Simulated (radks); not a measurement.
Pt0.5+, configuration [Xe] 4f14 5d8 6s1.5 (fractional occupations, a model configuration). Calculated with a radial shooting solver on a logarithmic mesh with Libxc functionals: Dirac Kohn-Sham, LDA (Slater exchange, Perdew-Wang correlation), spin-unpolarised, spherical densities, finite nucleus; open shells are shared between the two j in proportion to 2j + 1; Fermi nuclear charge, rms radius 5.427 fm.

Unscreened Slater integrals over Kohn-Sham orbitals (hartree). Large and small components are both included.

F0(6s1/2,6s1/2): 0.33354
F0(6s1/2,5d5/2): 0.39281
G2(6s1/2,5d5/2): 0.10247
F0(6s1/2,5d3/2): 0.39633
G2(6s1/2,5d3/2): 0.094154
F0(6s1/2,5p3/2): 0.41655
G1(6s1/2,5p3/2): 0.032008
F0(5d5/2,5d5/2): 0.55214
F2(5d5/2,5d5/2): 0.28030
F4(5d5/2,5d5/2): 0.18354
F0(5d5/2,5d3/2): 0.56370
F2(5d5/2,5d3/2): 0.28640
G2(5d5/2,5d3/2): 0.28600
G4(5d5/2,5d3/2): 0.18752
F0(5d5/2,5p3/2): 0.64203
F2(5d5/2,5p3/2): 0.31032
G1(5d5/2,5p3/2): 0.37169
G3(5d5/2,5p3/2): 0.22864
F0(5d3/2,5d3/2): 0.57603
F2(5d3/2,5d3/2): 0.29351
F0(5d3/2,5p3/2): 0.66044
F2(5d3/2,5p3/2): 0.32540
G1(5d3/2,5p3/2): 0.39723
G3(5d3/2,5p3/2): 0.24448
F0(5p3/2,5p3/2): 0.79634
F2(5p3/2,5p3/2): 0.42791
